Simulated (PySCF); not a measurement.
First SCF of a structure search on quartet NbH2, at a hand-made linear geometry. PySCF input:

```python
from pyscf import gto, scf, dft
mol = gto.M(atom='''
Nb     0.000000     0.000000     0.000000
H      0.000000     0.000000     1.790000
H      0.000000     0.000000    -1.790000''',
    basis={'Nb': 'def2-TZVP', 'H': 'def2-TZVP'},
    ecp={'Nb': 'def2-TZVP'},
    charge=0, spin=3)
mf = dft.UKS(mol, xc='PBE')
mf.grids.atom_grid = (50, 194)
aux = {'Nb': 'def2-universal-JKFIT', 'H': 'def2-universal-JKFIT'}
mf = mf.density_fit(auxbasis=aux)
mf.conv_tol = 1e-08
mf.diis_space = 10
mf.max_cycle = 60
mf.init_guess = 'minao'
mf.verbose = 4
mf.kernel()
```

Excerpt of the output (cycles alone):

```
init E= -51.8391083092899
cycle= 1 E= -55.815080033753  delta_E= -3.98  |g|= 1.83  |ddm|= 3.17
cycle= 2 E= -53.853967348201  delta_E= 1.96  |g|=  2.6  |ddm|= 6.39
cycle= 3 E= -57.8570293013607  delta_E=   -4  |g|= 0.464  |ddm|= 6.07
cycle= 4 E= -57.9707420754628  delta_E= -0.114  |g|= 0.177  |ddm|= 0.876
cycle= 5 E= -57.9931787057097  delta_E= -0.0224  |g|= 0.0281  |ddm|= 0.285
cycle= 6 E= -57.9937034476578  delta_E= -0.000525  |g|= 0.00816  |ddm|= 0.0533
cycle= 7 E= -57.9937542743404  delta_E= -5.08e-05  |g|= 0.000759  |ddm|= 0.0122
cycle= 8 E= -57.9937547469769  delta_E= -4.73e-07  |g|= 0.000132  |ddm|= 0.0015
cycle= 9 E= -57.99375476013  delta_E= -1.32e-08  |g|= 3.89e-05  |ddm|= 0.00036
cycle= 10 E= -57.9937547612809  delta_E= -1.15e-09  |g|= 3.5e-06  |ddm|= 7.2e-05
Extra cycle  E= -57.9937547612817  delta_E= -7.67e-13  |g|= 4.06e-06  |ddm|= 1.16e-05
converged SCF energy = -57.9937547612817  <S^2> = 3.7532284  2S+1 = 4.0016139
```

This is not the lowest solution: all starts ended here, but a stability analysis within the same unrestricted form found one 5.2 kJ/mol lower, at -57.99574 Eh.

Open d and f shells are described by one determinant, and the ground state may have another occupation or spin.

The search for the lowest solution, 3 starts and the stability check together, took 5.5 s on 2 threads of a shared Arm Neoverse V1 host, with 52 basis functions; the process peaked at 0.27 GiB. Launch command: `OMP_NUM_THREADS=2 python axn.py task.json out`.
